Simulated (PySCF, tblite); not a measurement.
Isomers of C5H10OSSi. Computed with GFN2-xTB (tblite): harmonic, unscaled wavenumbers at the GFN2-xTB geometry, gas phase. This tight-binding method is rough: wavenumbers can miss measured ones by several per cent, in bad cases by 10 to 20. Modes of hydrogen on silicon can be 10 to 20 % off. One conformer each.

Electronic energies: PBE0/pcSseg-1 single points on the GFN2-xTB geometries (PySCF, gas phase).

| SMILES | electronic energy, lowest = 0 (kcal/mol) |
| --- | --- |
| CCC#C[Si@H](O)SC | 3.6 |
| C=CO[Si@@H](C)SC=C | 7.6 |
| CC(=S)[C@@H]1C[C@@H]1O[SiH3] | 36.4 |
| C1CC1[C@@H]1CO[SiH2]S1 | 0.4 |
| C=CC[C@@H]1CO[SiH2]S1 | 0.0 |

Question: How do GFN2-xTB zero-point energies change the relative energies?

Answer: 
```csv
SMILES,ZPE (kcal/mol),of it from modes above 1550 cm⁻¹,electronic (kcal/mol),"with ZPE, lowest = 0 (kcal/mol)",lowest mode (cm⁻¹),rings
C=CC[C@@H]1CO[SiH2]S1,86.4,43.5,0.0,0.0,52,1
C1CC1[C@@H]1CO[SiH2]S1,87.5,41.5,0.4,1.4,57,2
CCC#C[Si@H](O)SC,84.9,46.4,3.6,2.1,11,0
C=CO[Si@@H](C)SC=C,84.2,47.7,7.6,5.3,29,0
CC(=S)[C@@H]1C[C@@H]1O[SiH3],83.7,40.3,36.4,33.7,45,1
```

The zero-point energies span 3.8 kcal/mol, from `CC(=S)[C@@H]1C[C@@H]1O[SiH3]` to `C1CC1[C@@H]1CO[SiH2]S1`. The order is unchanged.

Question: And how do the electronic energies of GFN2-xTB itself compare?

Answer: `C=CC[C@@H]1CO[SiH2]S1` 7.2; `C1CC1[C@@H]1CO[SiH2]S1` 0.0; `CCC#C[Si@H](O)SC` 35.1; `C=CO[Si@@H](C)SC=C` 38.1; `CC(=S)[C@@H]1C[C@@H]1O[SiH3]` 27.5 kcal/mol, lowest = 0. Against the energies above, taken from the same isomer `C=CC[C@@H]1CO[SiH2]S1`, the largest difference is 24.3 kcal/mol.

Question: What do entropy and thermal enthalpy add at 298.15 K and 1 bar (rigid rotor, harmonic oscillator, one conformer each)?

Answer: 
```tsv
SMILES	point group	symmetry number	S (cal/(mol K))	H − H(0) (kcal/mol)	ZPE + H − H(0) − TS (kcal/mol)
C=CC[C@@H]1CO[SiH2]S1	C1	1	96.9	6.61	64.1
C1CC1[C@@H]1CO[SiH2]S1	C1	1	93.4	6.20	65.8
C=CO[Si@@H](C)SC=C	C1	1	112.4	8.18	58.9
CC(=S)[C@@H]1C[C@@H]1O[SiH3]	C1	1	100.0	7.02	60.9
```

Not tabulated: `CCC#C[Si@H](O)SC` (lowest mode only 11 cm⁻¹).
